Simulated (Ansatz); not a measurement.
`N=C[Si](N)(O)S` + H₂Se → `N[Si](O)(S)[SeH]` + `C=N`  (ligand exchange at the Si–C bond)

Computed with Ansatz on PBE0-D4/def2-TZVP structures; ΔE is electronic, products minus reactants. CBS: MP2 limit from def2 TZ/QZ plus the TZ coupled-cluster correction, frozen cores. This one scheme is used for every species. Functionals use def2-TZVPP. B3LYP here is the variant with VWN-RPA as its local correlation; programs differ in this. For Se outer-core shells are correlated without core-valence functions, which leaves a few kJ/mol of doubt a bond. Scalar relativity is left out up to krypton. Each species was taken in one conformer, which may not be the lowest.

`N=C[Si](N)(O)S`:

Cartesian coordinates in Å:
```
N -1.869 0.859 0.699
C -0.705 1.128 0.261
Si 0.405 -0.364 -0.078
N 0.988 -0.265 -1.671
O -0.556 -1.619 0.344
S 2.178 -0.360 1.101
H -2.426 1.695 0.885
H -0.361 2.160 0.110
H 0.362 -0.110 -2.445
H 1.797 -0.798 -1.947
H -1.415 -1.280 0.640
H 1.602 -1.046 2.101
```

H₂Se:

Cartesian coordinates in Å:
```
Se 0.102 -0.444 0.511
H -0.827 0.669 0.288
H 0.725 -0.225 -0.799
```

`N[Si](O)(S)[SeH]`:

Cartesian coordinates in Å:
```
N 1.269 -0.702 -0.230
Si -0.148 0.197 -0.008
O -0.272 0.293 1.623
S -0.029 2.070 -1.012
Se -2.087 -0.628 -0.911
H 1.530 -1.420 0.426
H 1.674 -0.829 -1.141
H -1.146 0.506 1.955
H 0.970 2.506 -0.223
H -1.759 -1.993 -0.480
```

`C=N`:

Z-matrix (Å, degrees):
```
C
N 1 1.261
H 1 1.096 2 124.9
H 1 1.092 2 118.8 3 -180.0
H 2 1.021 1 111.0 3 -0.0
```

```csv
level,ΔE (kJ/mol)
r2SCAN-D4,-62.3
B3LYP,-58.5
SCS-MP2/def2-TZVPP,-62.6
MP2/def2-QZVPP,-68.0
```

(1) What does CCSD(T)/CBS give? (An estimate is asked.)

Largest T1 diagnostic among the species: 0.012.

Answers

(1) The calculation gave: -63.4 kJ/mol. The listed levels differ from it by 1.1, 4.9, 0.8, -4.6 kJ/mol.
